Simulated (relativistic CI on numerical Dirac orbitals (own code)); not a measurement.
## Ce40+: q coefficients and field-shift factors

Computed by Dirac-Coulomb-Breit CI, orbitals from a KLI potential per configuration, derivatives by finite differences, unscaled Slater integrals, QED left out (own radial code, finite nucleus).

Configurations in the expansion (outside the closed core [Ne]): 3s2 3p6, 3s2 3p5 3d, 3s 3p6 3d, 3p6 3d2, 3p5 3d3. Double excitations out of closed p, d and f shells are left out; levels of such configurations are missing from the list, as are those of other unlisted configurations, and high levels can miss mixing partners.

With x = (α/α₀)² − 1 an excitation energy changes as ω = ω₀ + qx; K = 2q/ω₀ is the relative enhancement. Terms are leading LS components, so labels can repeat. The field-shift factor is F = δν/δ⟨r²⟩ for the transition from the lowest level.

Lowest level 3s2 3p6 1S_0.

| Level | ω₀ (cm⁻¹) | q (cm⁻¹) | K | F (GHz/fm²) |
| --- | --- | --- | --- | --- |
| 3s2 3p5 3d 3P°_0 | 1390367 | 47030 | 0.0677 | 5.27 |
| 3s2 3p5 3d 3P°_1 | 1444451 | 65250 | 0.0904 | 5.43 |
| 3s2 3p5 3d 3F°_3 | 1486845 | 46580 | 0.0627 | 5.37 |
| 3s2 3p5 3d 3D°_2 | 1508339 | 53090 | 0.0704 | 5.42 |
| 3s2 3p5 3d 3F°_4 | 1639357 | 241200 | 0.294 | 7.55 |
| 3s2 3p5 3d 1D°_2 | 1669077 | 246600 | 0.296 | 7.23 |
| 3s2 3p5 3d 3D°_3 | 1740799 | 243700 | 0.28 | 7.79 |
| 3s2 3p5 3d 3D°_1 | 1899493 | 302900 | 0.319 | 3.37 |
| 3s2 3p5 3d 3F°_2 | 2333414 | 1.01e+06 | 0.866 | -39 |
| 3s2 3p5 3d 3D°_2 | 2537076 | 1.207e+06 | 0.952 | -36.6 |
| 3s2 3p5 3d 3F°_3 | 2566228 | 1.212e+06 | 0.944 | -36.9 |
| 3s2 3p5 3d 1P°_1 | 2599837 | 956900 | 0.736 | -34.5 |
| 3s 3p6 3d 3D_1 | 3576750 | 1.159e+06 | 0.648 | -1410 |
| 3s 3p6 3d 3D_2 | 3609267 | 1.172e+06 | 0.649 | -1410 |
| 3s 3p6 3d 3D_3 | 3772494 | 1.356e+06 | 0.719 | -1410 |
| 3s 3p6 3d 1D_2 | 3862212 | 1.355e+06 | 0.702 | -1420 |
| 3p6 3d2 3F_2 | 7249189 | 2.325e+06 | 0.641 | -2820 |
| 3p6 3d2 3P_0 | 7383538 | 2.344e+06 | 0.635 | -2820 |
| 3p6 3d2 3F_3 | 7423963 | 2.517e+06 | 0.678 | -2820 |
| 3p6 3d2 3P_2 | 7493830 | 2.514e+06 | 0.671 | -2820 |
| 3p6 3d2 3F_4 | 7500904 | 2.535e+06 | 0.676 | -2820 |
| 3p6 3d2 3P_1 | 7518484 | 2.522e+06 | 0.671 | -2820 |
| 3p6 3d2 1G_4 | 7659166 | 2.694e+06 | 0.703 | -2820 |

At this charge energies of transitions that change n are usually good to better than 1 %, and those within a shell (Δn = 0) to a few per cent.
